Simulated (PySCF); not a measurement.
Compound: C6H9F2O (doublet state).
Numbering: `[CH3:1][C:2]([CH2:3][F:4])/[C:5](=[CH:6]\[F:7])[CH2:8][OH:9]` (hydrogens: H10, H11, H12 on C1; H13, H14 on C3; H15 on C6; H16, H17 on C8; H18 on O9)

Geometry (GFN2-xTB, Å), atoms numbered from 1 in this order:
```
atom  x, y, z in Å
C1    -1.2432   -1.2505   -1.1444
C2    -0.6466   -0.1782   -0.2960
C3    -1.5997    0.7038    0.4464
F4    -1.3068    0.7707    1.8008
C5     0.7327    0.0039   -0.1925
C6     1.6822   -0.8103   -0.7549
F7     1.4077   -1.9135   -1.4700
C8     1.3144    1.1353    0.6448
O9     1.5947    0.7373    1.9623
H10   -1.0217   -2.2371   -0.7318
H11   -0.8246   -1.2301   -2.1500
H12   -2.3224   -1.1410   -1.2128
H13   -1.5731    1.7430    0.0884
H14   -2.6235    0.3261    0.3803
H15    2.7419   -0.6503   -0.6495
H16    0.6443    2.0037    0.6339
H17    2.2745    1.4414    0.2221
H18    0.7605    0.5521    2.4114
```

The hyperfine couplings belong to this conformer and change with its torsions.

The calculation used UKS B3LYP, pcH-1 on C F H O, non-relativistic, mean-field spin-orbit, GIAO (PySCF). Isolated species at its GFN2-xTB geometry (one conformer only). Couplings are sensitive to structure, and on GFN2-xTB geometries they can be far from those on DFT ones. No stability test was run, so a lower SCF solution isn't excluded. ⟨S²⟩ is 0.776 where a pure state has 0.75.

Computed for the main isotopes (class means, splittings of 0.05 mT or more): g = 2.0032; F4 19F +158.1 MHz (5.64 mT); F7 19F +92.0 MHz (3.28 mT); H10/H11/H12 1H +48.6 MHz (1.73 mT); H15 1H -41.4 MHz (1.48 mT); H13/H14 1H +33.8 MHz (1.20 mT); H16/H17 1H -3.8 MHz (0.14 mT); 288 first-order lines, 18.28 mT wide.

Question: What changes when 1H at H10/H11/H12 is replaced by 2H at all these sites?

Answer: At a fixed geometry a is proportional to g_N: 0.85744/5.58569 = 0.1535, so a goes from +48.6 to +7.5 MHz (0.266 mT). The spin goes from 1/2 to 1, so the 1:3:3:1 quartet becomes a 1:3:6:7:6:3:1 septet. The spectrum then has 504 first-order lines over 14.67 mT.

Question: Give position and intensity of the satellites from 13C at C2.

Answer: a = +60.5 MHz, or 2.16 mT in magnitude, and I = 1/2, so to first order each main line has two satellites, at ±1.08 mT. The isotope's abundance is about 1.07 %, shared among 2 lines, so each has 0.54 % of the main line's intensity.

Question: Give position and intensity of the satellites from 13C at C6.

Answer: a = +57.7 MHz, or 2.06 mT in magnitude, and I = 1/2, so to first order each main line has two satellites, at ±1.03 mT. The isotope's abundance is about 1.07 %, shared among 2 lines, so each has 0.54 % of the main line's intensity.

Question: Give position and intensity of the satellites from 13C at C5.

Answer: a = -47.4 MHz, or 1.69 mT in magnitude, and I = 1/2, so to first order each main line has two satellites, at ±0.84 mT. The isotope's abundance is about 1.07 %, shared among 2 lines, so each has 0.54 % of the main line's intensity.

Nuclei that the bonding pattern makes equivalent are averaged, as if the motion that swaps them (rotation, inversion, ring flip) were fast. The three 1H nuclei of mean +48.6 MHz run from 4.7 to 88.2 MHz in the frozen geometry. The 1H value of +33.8 MHz is a mean of couplings from 7.8 to 59.7 MHz in this one geometry, not an average over conformers.
